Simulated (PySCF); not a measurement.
## Field gradients at the hydrogen positions

C4H10OSi.
Z-matrix (Å and degrees, GFN2-xTB geometry), rows numbered from 1:
```
C 
C   1  1.3197
C   2  1.4948  1  124.55
C   3  1.5310  2  111.21  1  -116.20
Si  4  1.9031  3  112.78  2   179.93
O   5  1.6280  4  111.59  3   178.69
H   1  1.0769  2  122.31  3   179.00
H   1  1.0782  2  121.53  3    -1.28
H   2  1.0833  1  120.22  3  -178.48
H   3  1.0913  2  109.76  1     5.30
H   3  1.0933  2  109.25  1   123.45
H   4  1.0938  3  108.24  2    57.16
H   4  1.0928  3  108.83  2   -57.80
H   5  1.4567  4  112.12  3    65.93
H   5  1.4673  4  108.80  3   -59.47
H   6  0.9531  5  122.31  4    53.47
```

Level: PBE0/pcSseg-1 (PySCF, non-relativistic); Q(2H) = 0.00286 b; rigid geometry, the same for H and D, with no vibrational averaging.

Question: Rank these positions by the coupling χzz of a deuteron there, largest first.
A. H16 (hydroxyl hydrogen)
B. H7 (vinylic hydrogen)
C. H15 (Si–H hydrogen)
D. H12 (methylene hydrogen)
E. H14 (Si–H hydrogen)
F. H9 (vinylic hydrogen)

Answer: A (346 kHz), B (227 kHz), F (217 kHz), D (206 kHz), E (111 kHz), C (105 kHz).

Tabulate Vzz, the asymmetry η and χzz = 234.96 MHz × Q × Vzz for every hydrogen position.

| atom | bonded to | bond length (Å) | Vzz (au) | η | χzz (kHz) |
| --- | --- | --- | --- | --- | --- |
| H7 | C1 | 1.077 | 0.3385 | 0.05 | 227 |
| H8 | C1 | 1.078 | 0.3357 | 0.06 | 226 |
| H9 | C2 | 1.083 | 0.3227 | 0.05 | 217 |
| H10 | C3 | 1.091 | 0.3033 | 0.04 | 204 |
| H11 | C3 | 1.093 | 0.3012 | 0.02 | 202 |
| H12 | C4 | 1.094 | 0.3070 | 0.03 | 206 |
| H13 | C4 | 1.093 | 0.3089 | 0.04 | 208 |
| H14 | Si5 | 1.457 | 0.1653 | 0.01 | 111 |
| H15 | Si5 | 1.467 | 0.1569 | 0.02 | 105 |
| H16 | O6 | 0.953 | 0.5152 | 0.06 | 346 |

Average by the element that carries the hydrogen.

on C: 213 kHz over 7 positions, mean bond length 1.087 Å; on Si: 108 kHz over 2 positions, mean bond length 1.462 Å; on O: 346 kHz over 1 position, mean bond length 0.953 Å.

How does χzz go with the bond length over the 7 C–H bonds?

A straight-line fit has a slope of -13.7 kHz for each 0.01 Å, with a correlation coefficient of -0.98, over lengths from 1.077 to 1.094 Å. The longer bonds have the smaller couplings here.

A static deuteron (I = 1) shows a doublet split by (3/2)χ, (3/4)χ(1 + η) and (3/4)χ(1 − η) with the field along z, y and x of the gradient. What are these for H10?

With |χ| = 203.8 kHz and η = 0.035: 306, 158 and 147 kHz, to first order and without motion.

Isolated species at its GFN2-xTB geometry (one conformer only). GFN2-xTB bond lengths can be off by several hundredths of an ångström, more for odd bonds, and the gradients follow them. With a basis this small, the couplings can be 20 % off.
